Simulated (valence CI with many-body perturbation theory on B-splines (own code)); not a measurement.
Values are calculated unless marked as measured or tabulated.
## Os52+: input, log and results

Method: relativistic CI+MBPT: six valence electrons over a frozen Dirac-Fock core [Ar], radial functions for each j: 7 s, 7 p, 8 d, 6 f, 4 g, 1 h, with the one-electron correlation potential Σ1 (screened to all orders), the two-electron term Σ2, the three-electron term Σ3, Breit, model QED; selected single and double excitations, second order for the rest, scaled by the run's own slope (own B-spline code, finite nucleus).

Command, and the settings that its task file holds:

```sh
python run_cv.py task.json out
```

```
atom Os  Z=76  mass_number=192  rms_radius_fm=5.4126
core [Ar]
valence 3d6
avg = 1
basis = M
breit = 1
cap = 60000
capref = 1200
cscale = 1
de = 0.0
dress = 0
eps = 2e-08
extrap = 1
h = 0.27
hh = 1
l2 = 3
lcore = 6
maxit = 60
n2 = 5
natural = 1
nlev = 35
nno = [4, 4, 5, 4, 3, 1]
nroot = 26
nsp = [3, 3, 3, 2, 1, 0]
pt2 = 1
qed = 1
rpa = 1
s1 = 1
s2 = 1
s3 = 1
screen = 1
tol = 2e-05
whole = 1
```

It took 6.1 min on 1 thread of Intel(R) Xeon(R) Processor @ 2.30GHz, with other jobs on the host.

Log. The first blocks belong to the next ion, which gives the ionisation energy. Fields: 2J, parity (1 odd), roots, reference size, generating configurations, candidates as configurations/state functions, variational space P, stored matrix elements, Davidson steps; e2 is the range of second-order energies in hartree. The first line gives the box (bohr), its intervals, the orbitals and the steps of their self-consistent field. Window is the range of levels sought, series limit the energy at which the first omitted orbital would enter, core excitation an estimate of the first excitation out of the core, left out the lowest levels not solved, and shifts from estimates the range by which levels moved from their first estimate, all in cm⁻¹.

```
rmax 2.2 intervals 56 orbitals 59 references ['3d6', '3d5 4s', '3d5 4p'] scf 4 t 1.3
2J=5 par=0 roots 2 ref 81 generators 4 cand 3453/45011 P 599/5994 nnz 9.7e+06 it 4
2J=5 par=0 roots 2 ref 81 generators 4 cand 2872/39098 P 2176/28281 nnz 1.7e+08 it 5
   second order: generators 7 cand 5442/138214 e2 -0.00011 -0.00004
reference levels 654, estimated 34, window 2143839 1/cm; series limit 30509786, core excitation 2679799
2J=8 par=0 roots 7 ref 77 generators 4 cand 3876/75126 P 549/11937 nnz 3.1e+07 it 5
2J=8 par=0 roots 7 ref 77 generators 4 cand 3483/65730 P 1517/32157 nnz 2e+08 it 5
   second order: generators 5 cand 5850/472765 e2 -0.00403 -0.00284
2J=4 par=0 roots 8 ref 86 generators 4 cand 3968/64527 P 611/11980 nnz 3.1e+07 it 5
2J=4 par=0 roots 8 ref 86 generators 4 cand 3527/55123 P 1813/32292 nnz 2e+08 it 6
   second order: generators 9 cand 14488/1164169 e2 -0.00232 -0.00146
2J=0 par=0 roots 5 ref 26 generators 4 cand 3111/13845 P 2675/11997 nnz 2.5e+07 it 5
2J=0 par=0 roots 5 ref 26 generators 4 cand 970/4366 P 3399/15452 nnz 4.1e+07 it 5
   second order: generators 10 cand 13227/262067 e2 -0.00008 -0.00004
2J=6 par=0 roots 6 ref 88 generators 3 cand 3372/74269 P 453/11979 nnz 3.4e+07 it 6
2J=6 par=0 roots 6 ref 88 generators 3 cand 3045/64877 P 1234/30487 nnz 1.9e+08 it 7
   second order: generators 5 cand 10445/1158388 e2 -0.00337 -0.00278
2J=2 par=0 roots 4 ref 60 generators 3 cand 3295/42277 P 772/11999 nnz 3.2e+07 it 7
2J=2 par=0 roots 4 ref 60 generators 3 cand 2704/32825 P 2327/31644 nnz 1.9e+08 it 7
   second order: generators 6 cand 11759/701163 e2 -0.00029 -0.00018
2J=12 par=0 roots 2 ref 31 generators 2 cand 3209/52320 P 596/11988 nnz 3.7e+07 it 5
2J=12 par=0 roots 2 ref 31 generators 2 cand 2761/42848 P 1614/29066 nnz 1.9e+08 it 5
   second order: generators 2 cand 1743/25770 e2 -0.00094 -0.00089
2J=10 par=0 roots 2 ref 52 generators 2 cand 3332/65752 P 461/11999 nnz 3.8e+07 it 4
2J=10 par=0 roots 2 ref 52 generators 2 cand 2994/56251 P 1159/28587 nnz 1.9e+08 it 5
   second order: generators 2 cand 2296/39663 e2 -0.00228 -0.00206
left out: unestimated 15286441, estimated none, shifts from estimates -860 to 1239
operators 1.3
```

The Davidson iterations converged.

The last digits are not significant, and no measured levels were compared; by estimate large intervals hold to a few tenths of a per cent, small ones and those within an open d or f shell to about a per cent. Core correlation moves these levels by up to 17000 cm⁻¹, and in measured spectra 5 to 20 % of such shifts remained as error; rates that hang on mixing are uncertain with them. Among the levels kept, up to 1100 cm⁻¹ of a level comes from second order outside the variational space, and about a tenth of that is noise between levels of different J, which matters for small intervals. The list stops below the first excitations out of the core. Only levels of the ground parity were solved; by the run's estimate the other parity begins above the list, which can be wrong where configurations are misplaced.

| Quantity | Value |
| --- | --- |
| Valence energy | -1174.739 hartree |
| Ionisation energy | 4916.9 eV (NIST: 4917 ± 4 eV (theoretical)) |
| Reference configurations for the orbitals | 3d6, 3d5 4s, 3d5 4p |
| Radial orbitals | 59 |
| Box radius | 2.162 bohr |
| Largest variational space | 32292 |
| Lowest levels | (3d3/2^4 3d5/2^2) J=4 0.00, (3d3/2^4 3d5/2^2) J=2 8.09, (3d3/2^4 3d5/2^2) J=0 27.11, (3d3/2^3 3d5/2^3) J=3 [a] 72.35, (3d3/2^3 3d5/2^3) J=4 [a] 73.59, (3d3/2^3 3d5/2^3) J=1 [a] 77.46, (3d3/2^3 3d5/2^3) J=6 81.54, (3d3/2^3 3d5/2^3) J=5 81.67, (3d3/2^3 3d5/2^3) J=2 [a] 88.94, (3d3/2^3 3d5/2^3) J=3 [b] 90.45, (3d3/2^3 3d5/2^3) J=0 99.86, (3d3/2^3 3d5/2^3) J=4 [b] 104.73, (3d3/2^3 3d5/2^3) J=1 [b] 105.68, (3d3/2^3 3d5/2^3) J=2 [b] 105.72 eV |

Levels are named by their leading jj configuration (3d3/2^4 stands for four electrons in 3d with j = 3/2), which in mixed levels can hold well under half, so a name can repeat and another be missing. Letters in brackets count levels of one name in rising energy.
